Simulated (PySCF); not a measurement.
PySCF input file for CHS2, SMILES [SH+]=C=S, charge +1, B3LYP-D3(BJ)/def2-TZVP. Coordinates come from a B3LYP-D3(BJ)/def2-TZVP optimisation. The isomer is the one that the SMILES or the coordinates give; other isomers of the formula were not compared.

```python
import numpy as np
from pyscf import gto, scf, dft
from pyscf.hessian import thermo

mol = gto.M(
    atom='''
    S     0.00030707    1.60292902    0.00000000
    C     0.02238299    0.10174525    0.00000000
    S    -0.08737882   -1.53356674    0.00000000
    H     1.25885008   -1.72026804    0.00000000
    ''',
    basis='def2-TZVP',
    charge=1,
    spin=0,
    max_memory=1600,
    verbose=3,
)
mf = dft.RKS(mol, xc='b3lyp').density_fit(auxbasis='def2-universal-jkfit')
mf.disp = 'd3bj'
mf.grids.level = 3
mf.conv_tol = 1e-11
mf.max_cycle = 100
mf.kernel()

# [left out here: the lines that compute and print the analytic Hessian (its translational invariance restored by hand, since the grid's response is missing), thermochemistry and intensities]
```

Output:

```
converged SCF energy = -834.836925552845

WARN: DFTD3 does not support analytical Hessian, using finite difference


WARN: Mole.unit (angstrom) is changed to Bohr

Mode                                 0                   1                   2
Irrep
Freq [cm^-1]                      324.3089            377.6370            616.5235
Reduced mass [au]                   5.5789             10.4070             19.1068
Force const [Dyne/A]                0.3457              0.8744              4.2789
Char temp [K]                     466.6083            543.3356            887.0401
Normal mode                   x     y     z       x     y     z       x     y     z
       0   S                 0.05  0.01 -0.00    0.00  0.00  0.05    0.00 -0.12 -0.00
       1   C                -0.25  0.01  0.00   -0.00 -0.00 -0.26   -0.02 -0.04  0.00
       2   S                 0.04 -0.02 -0.00    0.00 -0.00  0.04    0.01  0.13 -0.00
       3   H                 0.09  0.33 -0.00    0.00  0.00  0.15    0.01  0.14 -0.00
Mode                                 3                   4                   5
Irrep
Freq [cm^-1]                      939.1781           1569.8608           2566.7852
Reduced mass [au]                   1.1878             13.0545              1.0388
Force const [Dyne/A]                0.6173             18.9554              4.0323
Char temp [K]                    1351.2682           2258.6801           3693.0324
Normal mode                   x     y     z       x     y     z       x     y     z
       0   S                -0.01 -0.00 -0.00   -0.00  0.07 -0.00   -0.00 -0.00  0.00
       1   C                 0.09  0.00  0.00    0.00 -0.26  0.00   -0.00  0.01 -0.00
       2   S                -0.03 -0.03 -0.00   -0.00  0.03 -0.00   -0.03  0.00  0.00
       3   H                 0.10  0.91 -0.00    0.03  0.05 -0.00    0.97 -0.14  0.00
temperature 298.1500 [K]
pressure 101325.00 [Pa]
Rotational constants [GHz] 281.10823 3.14147 3.10675
Symmetry number 1
Zero-point energy (ZPE) 0.01457 [Eh]   38246.368 [J/mol]
                           tot       elec      trans        rot        vib
Entropy [J/mol/K]       268.273      0.000    162.943     93.249     12.080
Cv [J/mol/K]             44.399      0.000     12.472     12.472     19.456
Cp [J/mol/K]             52.714      0.000     20.786     12.472     19.456
Internal energy [J/mol]                      3718.434   3718.434  40671.623
Internal energy [Eh]   -834.81860  -834.83693
Enthalpy [J/mol]                             6197.391   3718.434  40671.623
Enthalpy [Eh]          -834.81766
Gibbs free energy [J/mol]                  -42384.038 -24083.859  37069.857
Gibbs free energy [Eh] -834.84812
static polarisability / bohr^3: [[28.748 -1.575 -0.   ]
 [-1.575 75.953  0.   ]
 [ 0.     0.    25.433]]
largest difference of analytic and finite-field dipole derivatives / e: 0.006628689561671619
mode   freq/cm-1   IR/(km/mol)   Raman/(A^4/amu)   depolarisation
   1      324.31         5.046             1.475            0.669
   2      377.64         6.418             0.022            0.750
   3      616.52         2.571            13.768            0.200
   4      939.18        16.422            10.675            0.471
   5     1569.86       296.118            34.489            0.279
   6     2566.79        80.037           136.735            0.237
max |gradient| / (hartree/bohr): 1.3207611280037844e-05
APT charges: [0.1255 0.5887 0.1192 0.1667]
```

The run converged.

Cost: very roughly 2.3 core-minutes.
